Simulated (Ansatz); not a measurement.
`BCCCCl` + H₂ → `CCCCl` + BH₃  (hydrogenolysis of a C–B bond)

Calculated with Ansatz (gas phase, PBE0-D4/def2-TZVP geometries, no zero-point term in ΔE). CCSD(T)/CBS adds triple-zeta CCSD(T) − MP2 to the extrapolated MP2 energy (def2 sets, frozen cores). This one scheme is used for every species. One conformer a species, not always the lowest.

| species | CCSD(T)/CBS(def2) energy (Eh) |
| --- | --- |
| `BCCCCl` | -603.52923 |
| H₂ | -1.17544 |
| `CCCCl` | -578.15785 |
| BH₃ | -26.55200 |

Q: Work out ΔE.

A: ΔE = (-578.15785) + (-26.55200) − (-603.52923) − (-1.17544) = -0.00518 Eh = -13.6 kJ/mol.

Largest T1 diagnostic among the species: 0.009.

The D4 term adds +6.6 kJ/mol with B3LYP and +3.7 kJ/mol with PBE0; it sums over pairs of atoms, weighted by their polarisabilities, and B3LYP, whose exchange is more repulsive, gets the larger term. From PBE to PBE0 (25 % exact exchange), in def2-TZVPP and without D4, ΔE moves by −5.5 kJ/mol. In def2-TZVPP, CCSD(T) changes the Hartree–Fock value by +25.0 kJ/mol (the triples alone add +4.6 kJ/mol) and MP2 by +28.8 kJ/mol.

B3LYP here is the variant with VWN-RPA as its local correlation; programs differ in this.
